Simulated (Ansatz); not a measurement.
Species: sum formula SiOF3, charge -1, multiplicity 1. It need not be the lowest isomer of its formula. Whether it binds its extra electron was not tested at this geometry. 
Geometry from a B3LYP-D3(BJ)/def2-TZVP (Ansatz, an electronic-structure program) optimisation:
SMILES: [O-][Si](F)(F)F
```xyz
5

Si     0.1512    -0.0247    -0.0581
F     -0.1658    -0.5371     1.4542
F     -0.3764     1.5125     0.0367
F     -1.0857    -0.7098    -0.8649
O      1.5669    -0.2557    -0.6025
```
Charge -1, spin multiplicity 1.

Basis-set convergence of Hartree-Fock and CCSD correlation energies (hartree) with Ansatz. Correlated levels leave the core frozen unless marked. Spin-orbit coupling is left out. Non-relativistic. This anion needs diffuse functions, which these sets lack.

| basis | functions | E(HF) | E(corr, CCSD) |
|---|---|---|---|
| cc-pV(D+d)Z | 79 | -662.40534 | -0.84305 |
| cc-pV(T+d)Z | 159 | -662.57864 | -1.10884 |
| cc-pV(Q+d)Z | 284 | -662.62226 | -1.20587 |
| cc-pV(5+d)Z | 464 | ___ | ___ |

What belongs in the gaps?


- cc-pV(5+d)Z, E(HF): -662.63224
- cc-pV(5+d)Z, E(corr, CCSD): -1.24206
